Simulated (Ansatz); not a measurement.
**A basis-limit estimate, worked out**

An elementary step of SiNH$_{4}$F$_{3}$, closed shell (SiHF₃ ([F][SiH]([F])[F]) + NH₃ → SiNH₂F₃ ([NH2][Si]([F])([F])[F]) + H₂; bonds formed: H2–H6; dative contacts that become bonds: Si1–N7; bonds broken: Si1–H2, H6–N7). “Start” is the structure reached by relaxing down from the saddle towards the reactants; PBE0-D4/def2-TZVP structures. The saddle:

```json
{"atom": "Si1", "x (Å)": "-0.6472", "y (Å)": "-0.3678", "z (Å)": "-0.1008"}
{"atom": "H2", "x (Å)": "0.6435", "y (Å)": "-1.3409", "z (Å)": "0.5807"}
{"atom": "F3", "x (Å)": "-0.6059", "y (Å)": "-1.3833", "z (Å)": "-1.3202"}
{"atom": "F4", "x (Å)": "-1.4191", "y (Å)": "-0.6580", "z (Å)": "1.2556"}
{"atom": "F5", "x (Å)": "-1.6983", "y (Å)": "0.6765", "z (Å)": "-0.7267"}
{"atom": "H6", "x (Å)": "1.1079", "y (Å)": "-0.3667", "z (Å)": "0.4530"}
{"atom": "N7", "x (Å)": "0.7792", "y (Å)": "0.7763", "z (Å)": "0.0274"}
{"atom": "H8", "x (Å)": "0.6787", "y (Å)": "1.5472", "z (Å)": "0.6800"}
{"atom": "H9", "x (Å)": "1.1614", "y (Å)": "1.1167", "z (Å)": "-0.8491"}
```

Ansatz 0.2.0; basis: def2-TZVPP and def2-QZVPP; cores frozen in the correlated methods.

Energies in eV:

| quantity | saddle | start |
| --- | --- | --- |
| Hartree–Fock, triple zeta (X = 3) | -17533.15742 | -17535.60123 |
| Hartree–Fock, quadruple zeta (X = 4) | -17533.89583 | -17536.33439 |
| MP2 correlation, X = 3 | -30.60829 | -30.13315 |
| MP2 correlation, X = 4 | -33.35445 | -32.87433 |
| CCSD(T) correlation, X = 3 | -31.96050 | -31.52608 |

(1) Work out the barrier at the basis limit: extrapolate Hartree–Fock as E(X) = E∞ + A exp(−7.88 √X) and the MP2 correlation as E(X) = E∞ + B X^−2.97 (the exponents that Neese and Valeev fitted for def2-TZVPP and QZVPP), then add CCSD(T) − MP2 in triple zeta.

T1 diagnostic: at most 0.012.

## Answers

(1) Each step is linear, so take the differences first (saddle − start): Hartree–Fock 2.44381 (X = 3) and 2.43856 (X = 4); MP2 correlation -0.47514 and -0.48012; CCSD(T) correlation -0.43442.
Two points give E∞ = E(4) + w [E(4) − E(3)], with w = 1/(exp(7.88 (2 − √3)) − 1) = 0.1377 for Hartree–Fock and w = 1/((4/3)^2.97 − 1) = 0.7407 for the correlation.
Hartree–Fock: 2.43856 + 0.1377 × (-0.00525) = 2.4378 eV.
MP2 correlation: -0.48012 + 0.7407 × (-0.00498) = -0.4838 eV.
CCSD(T) − MP2: -0.43442 − (-0.47514) = 0.0407 eV.
Sum: 2.4378 + (-0.4838) + 0.0407 = 1.9947 eV, or 46.00 kcal/mol. Plain CCSD(T) in triple zeta gives 2.0094 eV, so the larger basis shifts the result by -0.0147 eV.

Labels in which every atom is bracketed show which atoms are joined, not bond orders.

For scale, one of the runs: CCSD(T)/def2-TZVPP, 222 basis functions (an equivalent command: `ansatz run in.yaml --threads 4`). Hardware: 4 CPU threads, shared host. Wall time 2.1 min; peak host memory 3.8 GiB.
